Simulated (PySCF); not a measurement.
## Correlation energy of Bi+ (bismuth, charge +1)

[Xe] 4f14 5d10 6s2 6p2, high-spin 3P determinant. All numbers are calculated (PySCF 2.14, a scalar-relativistic core potential, in def2-SVP with the def2 core potential (60 electrons)). Frozen: 5s2 5p6 5d10; 4 electrons correlated.

MP2 pair energies summed by pair of shells (mhartree):

| pair | energy | share (%) |
| --- | --- | --- |
| 6s-6p | -16.96 | 60.0 |
| 6s-6s | -8.48 | 30.0 |
| 6p-6p | -2.85 | 10.1 |

Total MP2 correlation energy: -28.29 mhartree.

Same-spin part -5.23 and opposite-spin part -23.06 mhartree; SCS-MP2 scales them by 1/3 and 6/5 to -29.42 mhartree.

```csv
level,correlation energy (mhartree)
CCSD,-38.60
(T),-0.29
CCSD(T),-38.89
```

Diagnostics: T1 = 0.0060, D1 = 0.0137, largest double amplitude 0.073.

Spin-orbit coupling is strong in this species (close to jj coupling), so the high-spin LS determinant is a model state, not a physical level.

Cost of the coupled-cluster step: 0.12 s of wall time on 1 thread of Neoverse-V1 (shared host), for 4 correlated electrons.

Iterations:

```
CC2 = 0
CCSD nocc = (np.int64(3), np.int64(1)), nmo = (17, 17)
frozen orbitals [[0, 1, 2, 3, 4, 5, 6, 7, 8], [0, 1, 2, 3, 4, 5, 6, 7, 8]]
max_cycle = 100
direct = 0
conv_tol = 1e-08
conv_tol_normt = 1e-06
diis_space = 8
diis_start_cycle = 0
Init t2, MP2 energy = -0.0282907204001467
Init E_corr(UCCSD) = -0.0282907204299885
cycle = 1  E_corr(UCCSD) = -0.0356175917636338  dE = -0.00732687133  norm(t1,t2) = 0.0377895
cycle = 2  E_corr(UCCSD) = -0.037640469632297  dE = -0.00202287787  norm(t1,t2) = 0.0126198
cycle = 3  E_corr(UCCSD) = -0.0386071891616406  dE = -0.000966719529  norm(t1,t2) = 0.00485942
cycle = 4  E_corr(UCCSD) = -0.0385989268826392  dE = 8.262279e-06  norm(t1,t2) = 0.00071046
cycle = 5  E_corr(UCCSD) = -0.0386034466755643  dE = -4.51979293e-06  norm(t1,t2) = 7.98855e-05
cycle = 6  E_corr(UCCSD) = -0.0386025021022917  dE = 9.44573273e-07  norm(t1,t2) = 1.06858e-05
cycle = 7  E_corr(UCCSD) = -0.0386027584248109  dE = -2.56322519e-07  norm(t1,t2) = 1.50229e-06
cycle = 8  E_corr(UCCSD) = -0.0386026922322872  dE = 6.61925237e-08  norm(t1,t2) = 2.77875e-07
cycle = 9  E_corr(UCCSD) = -0.0386026989975083  dE = -6.76522116e-09  norm(t1,t2) = 6.244e-08
UCCSD converged
E(UCCSD) = -213.3272984244008  E_corr = -0.03860269899750834
UCCSD(T) correction = -0.000293038885090015
```

Spin-orbit coupling is strong in this species, so the high-spin LS determinant is a model state.
